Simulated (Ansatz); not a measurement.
Start from `CCCCCCCCO` and change one atom or group to get `CCCCCCCCCCO`.

Ansatz, PBE0-D4/def2-TZVP geometries, multiplicity 1. Each molecule was computed in one conformer, which needn't be the lowest.

| property | `CCCCCCCCO` |
| --- | --- |
| HOMO–LUMO gap (PBE0/def2-TZVPP) / eV | 8.70 |
| LUMO energy (PBE/def2-TZVPP) / eV | 0.14 |
| LUMO energy (ωB97M-V/def2-TZVPP) / eV | 2.37 |
| HOMO–LUMO gap (B3LYP/def2-TZVPP) / eV | 8.12 |
| size of the dipole moment (B3LYP/def2-TZVPP) / D | 1.56 |
| HOMO–LUMO gap (PBE/def2-TZVPP) / eV | 6.24 |

(1) What does the change do to each property? (An estimate is asked.)

Results:

(1) Computed: 
| property | `CCCCCCCCCCO` | shift |
| --- | --- | --- |
| HOMO–LUMO gap (PBE0/def2-TZVPP) / eV | 8.73 | 0.03 |
| LUMO energy (PBE/def2-TZVPP) / eV | 0.17 | 0.03 |
| LUMO energy (ωB97M-V/def2-TZVPP) / eV | 2.43 | 0.06 |
| HOMO–LUMO gap (B3LYP/def2-TZVPP) / eV | 8.16 | 0.04 |
| size of the dipole moment (B3LYP/def2-TZVPP) / D | 1.59 | 0.03 |
| HOMO–LUMO gap (PBE/def2-TZVPP) / eV | 6.25 | 0.01 |

Dipoles are sizes alone; their direction can turn.

B3LYP here is the variant with VWN-RPA as its local correlation; programs differ in this.
